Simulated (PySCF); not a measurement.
# Iron: highly charged ions in a basis for the neutral atom

Fe²¹⁺ [He] 2s2 2p1, Fe²²⁺ [He] 2s2. Computed with PySCF 2.14 in x2c-TZVPall, with scalar relativity by spin-free X2C-1e. No spin-orbit coupling, so a gap to NIST mixes the basis error with missing relativistic terms.

Changed run: basis of the neutral atom used for a highly charged ion. This setting is unsound on purpose.

```
species  method  sound run (hartree)  changed run (hartree)  converged
  Fe²¹⁺     UHF              not run             -877.47689        yes
  Fe²¹⁺   B3LYP              not run             -877.55778        yes
  Fe²¹⁺     PBE              not run             -877.47044        yes
  Fe²²⁺     UHF              not run             -811.80777        yes
  Fe²²⁺   B3LYP              not run             -811.82173        yes
  Fe²²⁺     PBE              not run             -811.76369        yes
```

Ionisation energy of Fe²¹⁺:

```csv
method,changed run (eV),NIST (eV)
UHF,1786.9,1798.4 ± 0.8
B3LYP,1788.8,1798.4 ± 0.8
PBE,1788.0,1798.4 ± 0.8
```

The contracted functions were made for the neutral atom and can be too rigid for a highly charged ion.
